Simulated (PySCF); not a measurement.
Au(CO) (CAuO), SMILES [O+]#[C-]->[Au+], charge +1, multiplicity 1.

The structure is a stationary point at TPSSh-D3(BJ)/def2-TZVP. The spin state was assumed, not searched. The isomer is the one that the SMILES or the coordinates give; other isomers of the formula were not compared. The def2 effective core potentials stand for the cores of Au; spin–orbit coupling is left out.

These are r2SCAN/def2-TZVPD run with PySCF values and carry that method's errors.

Isolated molecule, no solvent.

```yaml
total_energy: -248.80564 hartree
point_group: C∞v
highest_occupied_level: -14.51 eV
lowest_empty_level: -10.34 eV
orbital_gap: 4.17 eV
dipole_moment_about_the_centre_of_nuclear_charge: 0.13 D
mean_static_polarisability: 30.6 bohr³ (4.54 Å³)
polarisability_principal_values: 24.7, 24.7, 42.6 bohr³
```
